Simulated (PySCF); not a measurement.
Si(F)(OH)2(OMe) (CH5FO3Si), SMILES CO[Si](O)(O)F.

Geometry optimised at r2SCAN-D4/def2-SVP. The structure was generated by enumeration, and PubChem lists no compound with its InChIKey, so it may never have been made. The values are those of a single conformer.

Computed with TDDFT-ωB97X/def2-SVPD (PySCF).

Vertical excitations. Gas-phase values at a fixed geometry.

Computed excitation energies, oscillator strengths and character:
```csv
state,energy (eV),λ (nm),f,main pairs
S1,8.37,148,0.003,HOMO→LUMO 74 %
S2,8.77,141,0.010,HOMO−2→LUMO 73 %
S3,8.95,138,0.019,"HOMO−1→LUMO 42 %, HOMO−3→LUMO 25 %, HOMO−2→LUMO+1 8 %"
S4,9.15,136,0.040,"HOMO−3→LUMO 36 %, HOMO−1→LUMO 25 %, HOMO−2→LUMO+1 11 %, HOMO−1→LUMO+4 7 %"
S5,9.42,132,0.037,"HOMO→LUMO+1 47 %, HOMO→LUMO+2 33 %"
S6,9.85,126,0.088,"HOMO−4→LUMO 55 %, HOMO−5→LUMO+1 12 %, HOMO−5→LUMO 8 %"
S7,9.88,126,0.091,"HOMO−5→LUMO 58 %, HOMO−4→LUMO+1 13 %, HOMO−4→LUMO 9 %"
S8,9.98,124,0.068,"HOMO−1→LUMO+1 38 %, HOMO−1→LUMO+2 38 %, HOMO−1→LUMO+4 9 %"
S9,10.11,123,0.031,"HOMO→LUMO+2 36 %, HOMO→LUMO+1 28 %, HOMO→LUMO+7 8 %, HOMO→LUMO+5 6 %"
S10,10.28,121,0.001,"HOMO→LUMO+4 43 %, HOMO→LUMO 15 %, HOMO→LUMO+3 10 %, HOMO→LUMO+2 7 %"
T1,8.14,152,0,"HOMO→LUMO 66 %, HOMO→LUMO+4 16 %"
T2,8.43,147,0,"HOMO−2→LUMO 68 %, HOMO−3→LUMO+1 12 %"
T3,8.63,144,0,"HOMO−3→LUMO 46 %, HOMO−2→LUMO+1 17 %, HOMO−1→LUMO 12 %"
T4,8.87,140,0,"HOMO−1→LUMO 50 %, HOMO−1→LUMO+4 17 %, HOMO−3→LUMO 10 %"
```
Triplets are in the Tamm–Dancoff approximation, which puts them higher than full response would, so one can lie above its singlet here.
